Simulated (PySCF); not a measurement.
Computed shifts of a molecule C2H8BN3, KT2/pcSseg-1 (PySCF), GIAO, gas phase, equivalent atoms averaged, in ppm (number of nuclei): ¹⁵N: 63.1 (2), 39.8 (1). ¹³C: 52.0 (2). ¹H: 3.73 (2), 3.51 (2), 1.68 (2), 1.25 (2). References: ¹⁵N against NH3 (σ = 266.2 ppm); ¹¹B against BF3 (σ = 89.8 ppm); ¹³C against TMS (σ = 185.1 ppm); ¹H against TMS (σ = 31.47 ppm), references at their B3LYP-D3(BJ)/def2-TZVP geometries, non-relativistic. Coordinates come from a B3LYP-D3(BJ)/def2-SVP optimisation. The values are those of a single conformer.

Task: Which molecule gave these data?
(A) C/N=C/B(N)N
(B) NB1NCCN1
(C) C/C=N/B(N)N

Result: B, NB1NCCN1
